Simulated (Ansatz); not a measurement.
```yaml
crystal:
  periodic: [true, true, true]
  atoms:
    - {symbol: B, position_ang: [-0.998019, 0.119913, -0.732117]}
    - {symbol: Si, position_ang: [0.637224, 0.041457, 0.423948]}
    - {symbol: Br, position_ang: [1.126251, -2.014006, 1.140792]}
    - {symbol: H, position_ang: [-1.643468, -0.839363, -1.025137]}
    - {symbol: H, position_ang: [-1.339145, 1.188093, -1.149729]}
    - {symbol: H, position_ang: [0.459226, 0.897329, 1.627841]}
    - {symbol: H, position_ang: [1.819133, 0.538579, -0.331198]}
basis:
  gaussian: {orbitals: cc-pVTZ-DK}
total_charge: -1
magnetization: {spin_polarized: true, initial_magnetization: 1}
hamiltonian: {xc: {name: PBE}}
scf: {lower_state_search: off}
```

```sh
$ ansatz run in.yaml --threads 2 --pin off --events-out ev --progress --plain --max-ram 4352MiB
```

Output, abridged:

```
Error: YAML parse error: error: line 2 column 3: crystal: missing field `lattice` (a structure is typed as `lattice` and `atoms`, a molecule's as `atoms` in Å alone, or read from a run's directory, `checkpoint`)
 --> <input>:2:3
1 | crystal:
2 |   periodic: [true, true, true]
3 |   atoms:
4 |     - {symbol: B, position_ang: [-0.998019, 0.119913, -0.732117]}
```

In this input the molecule is marked periodic without a cell. The input was rejected before any iteration.
